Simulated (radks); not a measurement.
Trend from La2+ to Lu2+: ionisation energy by Delta-SCF between NIST ground configurations, and size. All-electron calculation, scalar-relativistic Kohn-Sham, BLYP, spin-polarised, spherical densities, finite nucleus; open shells are filled with parallel spins first (spin-orbit coupling, left out, can overturn this in heavy ions); Fermi nuclear charge, rms radius of each element as measured or else 0.836 A^(1/3) + 0.57 fm. Program: a radial shooting solver on a logarithmic mesh with Libxc functionals.

species,configuration,IE (eV),NIST (eV),kind,outermost,<r> outermost (bohr),r at 0.001 e/bohr^3 (bohr)
La2+,[Xe] 5d1,19.000,19.177,exp.,5d,2.60,3.94
Ce2+,[Xe] 4f2,20.794,20.197,semi-emp.,5p,1.80,3.69
Pr2+,[Xe] 4f3,22.072,21.624,exp.,5p,1.77,3.65
Nd2+,[Xe] 4f4,23.180,22.09,semi-emp.,5p,1.73,3.61
Pm2+,[Xe] 4f5,24.154,22.4,semi-emp.,5p,1.70,3.57
Sm2+,[Xe] 4f6,25.014,23.6,semi-emp.,5p,1.67,3.53
Eu2+,[Xe] 4f7,25.777,24.84,semi-emp.,5p,1.65,3.50
Gd2+,[Xe] 4f7 5d1,20.273,20.54,semi-emp.,5d,2.35,3.70
Tb2+,[Xe] 4f9,22.647,21.82,semi-emp.,5p,1.58,3.44
Dy2+,[Xe] 4f10,23.518,22.89,semi-emp.,5p,1.55,3.41
Ho2+,[Xe] 4f11,24.304,22.79,semi-emp.,5p,1.52,3.39
Er2+,[Xe] 4f12,25.015,22.70,semi-emp.,5p,1.49,3.36
Tm2+,[Xe] 4f13,25.658,23.66,semi-emp.,5p,1.47,3.34
Yb2+,[Xe] 4f14,26.242,25.05,semi-emp.,5p,1.44,3.31
Lu2+,[Xe] 4f14 6s1,21.439,20.959,exp.,6s,3.04,4.04

Reference values: NIST Atomic Spectra Database (exp. = measured, semi-emp. = semi-empirical, theory = theoretical value adopted there). Open shells are spherical and high-spin; term and fine-structure splittings are not resolved. Spin-orbit splitting is averaged out at the scalar-relativistic level.
